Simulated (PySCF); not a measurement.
H4O4P, charge +1, singlet, at a GFN2-xTB geometry; M062X/STO-3G (PySCF).

PySCF was given this input:
```python
from pyscf import gto, scf, dft

mol = gto.M(
    atom='''
O     0.353403    1.406019   -0.687025
P    -0.148925    0.222062   -0.050697
O    -0.436129    0.142859    1.465607
O    -1.148918   -0.743591   -0.709835
O     1.292299   -0.976420   -0.053294
H    -0.390848    0.983460    1.925291
H    -1.323706   -0.580650   -1.639085
H     2.179922   -0.588382   -0.153708
H     1.283260   -1.776291    0.504339
''',
    basis='sto-3g',
    charge=1,
    spin=0,
    verbose=5,
)

mf = dft.RKS(mol)
mf.xc = 'm062x'
mf.kernel()
mf.analyze()
```

Output, abridged:

```
PySCF version 2.14.0

[INPUT] verbose = 5
[INPUT] max_memory = 4000
[INPUT] num. atoms = 9
[INPUT] num. electrons = 50
[INPUT] charge = 1
[INPUT] spin (= nelec alpha-beta = 2S) = 0
[INPUT] symmetry False subgroup None
[INPUT] Mole.unit = angstrom
[INPUT] Symbol           X                Y                Z      unit          X                Y                Z       unit  Magmom
[...]
[INPUT] ---------------- BASIS SET ----------------
[INPUT] l, kappa, [nprim/nctr], expnt,             c_1 c_2 ...
[INPUT] P
[...]
                                85.31338559       0.5353281423
                                23.08913156       0.4446345422
[...]
                                6.514182577       0.3995128261
                                2.118614352       0.7001154689
[...]
                                0.4863213771      0.2255954336
                                0.1903428909      0.900398426
[...]
                                6.514182577       0.6076837186
                                2.118614352       0.3919573931
[...]
                                0.4863213771      0.5951670053
                                0.1903428909      0.462001012
[INPUT] O
[...]
                                23.808861         0.53532814
                                6.4436083         0.44463454
[...]
                                1.1695961         0.39951283
                                0.380389          0.70011547
[...]
                                1.1695961         0.60768372
                                0.380389          0.39195739
[INPUT] H
[...]
                                0.62391373        0.53532814
                                0.1688554         0.44463454

nuclear repulsion = 288.579097301041
number of shells = 21
number of NR pGTOs = 99
number of NR cGTOs = 33
basis = sto-3g
ecp = {}

******** <class 'pyscf.dft.rks.RKS'> ********
method = RKS
initial guess = minao
damping factor = 0
level_shift factor = 0
DIIS = <class 'pyscf.scf.diis.CDIIS'>
diis_start_cycle = 1
diis_space = 8
diis_damp = 0
SCF conv_tol = 1e-09
SCF conv_tol_grad = None
SCF max_cycles = 50
direct_scf = True
direct_scf_tol = 1e-13
XC library pyscf.dft.libxc version 7.1.2
    S. Lehtola, C. Steigemann, M. J. T. Oliveira, and M. A. L. Marques,  SoftwareX 7, 1–5 (2018)
XC functionals = m062x
    Y. Zhao and D. G. Truhlar,  Theor. Chem. Acc. 120, 215 (2008)
    Y. Zhao and D. G. Truhlar,  Theor. Chem. Acc. 120, 215 (2008)
radial grids:
[...]
converged SCF energy = -636.251933438598
Total Energy =                        -636.251933438597689
[...]
4 O 2py          0.14259   0.01197   0.23451   0.02682   0.14099
4 O 2pz          0.08126   0.00284  -0.12948  -0.10198  -0.08716
5 H 1s          -0.15840   0.16336  -0.15151   0.17545  -0.32357
6 H 1s          -0.12878   0.19844  -0.06107  -0.17740  -0.37455
7 H 1s          -0.22114   0.02784   0.49440   0.15148  -0.30649
8 H 1s          -0.23698  -0.02116   0.50131   0.12221   0.20205
               #31       #32       #33
0 O 1s          -0.00150   0.00005   0.00409
0 O 2s           0.06315  -0.00248  -0.18365
0 O 2px         -0.02461   0.03534   0.07319
0 O 2py         -0.11790   0.03099   0.26166
0 O 2pz          0.06140   0.07673  -0.13108
1 P 1s           0.00080  -0.00004   0.00001
1 P 2s          -0.00869   0.00045   0.00054
1 P 3s          -0.12057   0.00243  -0.06116
1 P 2px          0.00198   0.00283  -0.00926
1 P 2py          0.00199   0.00297  -0.01428
1 P 2pz         -0.00114   0.00806   0.00849
1 P 3px         -0.07090  -0.08923   0.29616
1 P 3py         -0.07835  -0.08273   0.46395
1 P 3pz          0.04418  -0.23527  -0.27512
2 O 1s           0.00150   0.00238  -0.00032
2 O 2s          -0.08554  -0.13686   0.02068
2 O 2px          0.01687   0.03718  -0.02493
2 O 2py         -0.11532  -0.29961  -0.25001
2 O 2pz         -0.11386  -0.31254  -0.28960
3 O 1s           0.00140  -0.00220  -0.00031
3 O 2s          -0.07983   0.12860   0.02061
3 O 2px          0.05522  -0.16949   0.15370
3 O 2py          0.00372  -0.04099   0.03799
3 O 2pz          0.13444  -0.37597   0.37014
4 O 1s           0.00005  -0.00016  -0.00029
4 O 2s          -0.00191   0.00687   0.01566
4 O 2px          0.26878  -0.00510  -0.09572
4 O 2py          0.43491  -0.00702  -0.05994
4 O 2pz         -0.23321   0.02728   0.04863
5 H 1s           0.23454   0.52214   0.27234
6 H 1s           0.21408  -0.50146   0.28991
7 H 1s          -0.45979   0.01124   0.07203
8 H 1s           0.51048  -0.02634  -0.06174
 ** Mulliken pop on meta-lowdin orthogonal AOs  **
 ** Mulliken pop  **
[...]
 ** Mulliken atomic charges  **
charge of    0O =     -0.37722
charge of    1P =      1.16739
charge of    2O =     -0.29691
charge of    3O =     -0.28857
charge of    4O =     -0.16731
charge of    5H =      0.22403
charge of    6H =      0.22558
charge of    7H =      0.25543
charge of    8H =      0.25757

WARN: System has nonzero charge 1; the dipole moment is origin-dependent.
Location of origin: [0. 0. 0.]

Dipole moment(X, Y, Z, Debye):  2.77399, -1.84660,  0.72279
```
